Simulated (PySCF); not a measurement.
Isomers of C2H9NOSi and their computed core-level spectra.

Level of theory: PySCF 2.14.0, delta-SCF UKS SCAN, pcX-2 on the ionised atom, pcseg-1 elsewhere, spin-free X2C. Geometries: GFN2-xTB; isolated species, one conformer each.

Line lists (1s up to Mg, 2p3/2 beyond; areas count atoms within a level, one atom standing for each set equivalent by bonding):
1. C 1s: 291.47 eV; N 1s: 404.22 eV; O 1s: 538.46 eV; Si 2p3/2: 107.02 eV
2. C 1s: 289.89 (area 1), 290.43 (area 1) eV; N 1s: 404.53 eV; O 1s: 538.33 eV; Si 2p3/2: 106.86 eV
3. C 1s: 290.11 (area 1), 292.07 (area 1) eV; N 1s: 404.70 eV; O 1s: 538.58 eV; Si 2p3/2: 106.75 eV
4. C 1s: 289.94 (area 1), 291.54 (area 1) eV; N 1s: 404.25 eV; O 1s: 538.26 eV; Si 2p3/2: 106.86 eV

Structures:
A. `CN[Si@H](C)O`
B. `CC[Si@@H](N)O`
C. `N[SiH2]CCO`
D. `CN(C)[SiH2]O`

**Question.** Match each list to its structure.

**Answer.** 
- 1 = D: no other candidate has these counts of sites. C 1s: 291.47 N-methyl carbon (×2); N 1s: 404.22 silicon-bound nitrogen; O 1s: 538.46 silanol oxygen; Si 2p3/2: 107.02 oxygen-bound silicon.
- 2 = B: another candidate has the same counts of sites, so positions decide. C 1s: 289.89 sp3 carbon bound to silicon, 290.43 methyl carbon; N 1s: 404.53 silicon-bound nitrogen; O 1s: 538.33 silanol oxygen; Si 2p3/2: 106.86 oxygen-bound silicon.
- 3 = C: another candidate has the same counts of sites, so positions decide. C 1s: 290.11 sp3 carbon bound to silicon, 292.07 carbinol carbon (C–OH); N 1s: 404.70 silicon-bound nitrogen; O 1s: 538.58 alcohol oxygen; Si 2p3/2: 106.75 SiH2 silicon.
- 4 = A: another candidate has the same counts of sites, so positions decide. C 1s: 289.94 Si-methyl carbon, 291.54 N-methyl carbon; N 1s: 404.25 silicon-bound nitrogen; O 1s: 538.26 silanol oxygen; Si 2p3/2: 106.86 oxygen-bound silicon.

2p3/2 and 2p1/2 are the ΔSCF energy of one spin-free 2p hole plus the eigenvalues of a spin–orbit and ligand-field matrix of the shell.
